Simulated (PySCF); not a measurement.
Computed IR spectrum (relative IR intensity) of a molecule CH4ClFOSi. Coordinates come from a PBE0-D3(BJ)/def2-SVP optimisation. One conformer was computed; it need not be the lowest. Level of theory: PySCF 2.14.0 with PBE0-D3(BJ)/def2-SVP. Frequencies are harmonic and unscaled.

Lines under 2 % of the strongest are left out, and lines within 2 cm⁻¹ are merged.

| ν (cm⁻¹) | relative intensity |
|---|---|
| 126 | 6.1 |
| 240 | 14 |
| 306 | 51 |
| 340 | 23 |
| 551 | 30 |
| 691 | 5.5 |
| 742 | 34 |
| 825 | 7.8 |
| 878 | 85 |
| 920 | 100 |
| 1103 | 45 |
| 1150 | 13 |
| 1376 | 14 |
| 1441 | 3.2 |
| 2276 | 58 |
| 3013 | 14 |
| 3118 | 2.2 |
| 3883 | 23 |

**Question.** Pick the molecule that these values belong to.
A) CO[Si@H](F)Cl
B) O[Si@@H](Cl)CF
C) OC[Si@@H](F)Cl
D) C[Si@](O)(F)Cl

**Answer.** C, OC[Si@@H](F)Cl
